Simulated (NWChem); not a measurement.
Molecule: SiAsH4, doublet; SMILES [SiH3][AsH]

Give the equilibrium geometry at PBE-D3(BJ)/def2-SVP, spin-unrestricted (NWChem) as an XYZ file, with the point group.

point group C1; any orientation.
```
6

Si     0.0272     1.5278     0.0034
As     0.0456    -0.8538     0.0108
H     -0.7110     2.0665     1.2026
H      1.4429     2.0351     0.0396
H     -0.6443     2.0570    -1.2387
H     -1.5011    -0.8555    -0.0164
```
